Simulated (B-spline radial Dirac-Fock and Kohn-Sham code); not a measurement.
Method: multi-electron Dirac-Fock with separately optimised hole states, Breit and Lamb-shift corrections added in first order. Computed with an atomic code on a B-spline grid. Correlation energy is missing from these numbers.

Q: An atom or ion in its tabulated ground configuration has these computed binding energies (the last is its least bound level). Which is it?

```tsv
level	binding energy (eV)
1s	9918.9
2s	1463.0
2p1/2	1308.3
2p3/2	1284.9
3p1/2	315.1
3p3/2	311.3
3d	235.0
```

A: Zn⁹⁺: Z = 30 with 21 electrons, [Ar] 3d3. The hydrogen-like estimate √(E/Ry) = 27.0 for the K level lies 3.0 below Z; the outermost level, at 235.0 eV, fixes the charge.

Q: An atom or ion in its tabulated ground configuration has these computed binding energies (the last is its least bound level). Which is it?

| level | binding energy (eV) |
| --- | --- |
| L2 | 5928.6 |
| L3 | 5730.7 |
| M1 | 2497.8 |

A: Cd³⁷⁺: Z = 48 with 11 electrons, [Ne] 3s1.
